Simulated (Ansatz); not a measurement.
`[SiH3]C[SiH2]P` + H₂ → `C[SiH2]P` + SiH₄ at 400 K and 1 bar (hydrogenolysis of a C–Si bond).

Calculated with Ansatz (gas phase, PBE0-D4/def2-TZVP geometries, no zero-point term in ΔE). CCSD(T)/CBS is the MP2 limit (def2-TZVPP, def2-QZVPP) plus CCSD(T) − MP2 in def2-TZVPP, frozen cores. This one scheme is used for every species. One conformer a species, not always the lowest.

```
         species  CCSD(T)/CBS energy (Eh)  H − E (kJ/mol)  S (J/(mol·K))
`[SiH3]C[SiH2]P`               -962.56862           266.8          419.5
              H₂                 -1.17544            38.0          139.0
      `C[SiH2]P`               -672.28696           216.5          349.4
            SiH₄               -291.46306            96.9          218.6
```

H − E and S are ideal-gas, rigid-rotor, harmonic terms from PBE0-D4/def2-TZVP, for one conformer and one mirror image of each species. For small species the MP2-based limit differs from directly extrapolated CCSD(T) by up to some mEh (0.8 for H₂); such offsets cancel only in part. 1 Eh = 2625.50 kJ/mol, R = 8.31446 J/(mol·K).

**Question.** By hand: ΔE, ΔH, ΔS and ΔG.

**Answer.** ΔE = (-672.28696) + (-291.46306) − (-962.56862) − (-1.17544) = -0.00596 Eh = -15.6 kJ/mol. Δ(H − E) = 216.5 + 96.9 − 266.8 − 38.0 = 8.6, so ΔH = -7.0 kJ/mol. ΔS = 349.4 + 218.6 − 419.5 − 139.0 = 9.5 J/(mol·K). ΔG = -7.0 − 400 × (9.5)/1000 = -10.8 kJ/mol.

**Question.** By hand: the equilibrium constant, and the temperature at which ΔG would vanish if ΔH and ΔS stayed fixed.

**Answer.** log₁₀ K = −ΔG/(RT ln 10) = 1.4. ΔH and −TΔS have one sign here, so there is no such temperature.

TΔS isn't small against ΔH here. A doubt of 5 kJ/mol in ΔE shifts log₁₀ K by 0.7 here. Other conformers and mirror images would add mixing entropy, several J/(mol·K) or more a flexible species. Modes under 60 cm⁻¹, often nearly free rotors, make the harmonic entropy too high. These are equilibria of isolated gas molecules and say nothing of rates. Largest T1 diagnostic: 0.012 (customary marks: 0.02 for closed shells, 0.045 for open ones).

ΔS is within the doubt of such terms, so its sign, and with it that verdict, could turn.
